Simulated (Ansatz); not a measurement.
An input meant for ICl4²⁻, that is [ICl4]- with one electron more (charge -2, doublet; atoms displaced at random, 0.15 Å in each coordinate).

```yaml
crystal:
  periodic: [false, false, false]
  atoms:
    - {symbol: I, position_ang: [-0.129540, 0.110071, 0.145415]}
    - {symbol: Cl, position_ang: [2.439603, -0.032341, 0.069773]}
    - {symbol: Cl, position_ang: [0.059421, 2.024349, 0.314490]}
    - {symbol: Cl, position_ang: [-2.464340, 0.096139, -0.203491]}
    - {symbol: Cl, position_ang: [-0.102237, -2.423162, 0.023043]}
basis:
  gaussian: {orbitals: def2-SVP, fitting: {mean_field: cc-pVTZ-jkfit}}
total_charge: -2
magnetization: {spin_polarized: false, initial_magnetization: 1}
hamiltonian: {xc: {name: wB97X}}
accuracy: high
scf: {lower_state_search: full}
output: {forces: true}
```

```sh
$ ansatz run in.yaml --threads 4 --pin off --events-out ev --progress --plain --max-ram 3916MiB
```

Output, abridged:

```
Functional definition: wB97X
Error: [file] the basis set cc-pVTZ-JKFIT has no functions for I
```

In the def2 sets I takes a core potential; there is no spin–orbit coupling. A multiply charged anion in the gas phase is held together partly by the finite basis. The highest occupied level of an anion often lies above zero with these methods, and sets without diffuse functions describe the outer electron poorly.

With spin_polarized false and unpaired electrons the run is restricted open-shell.
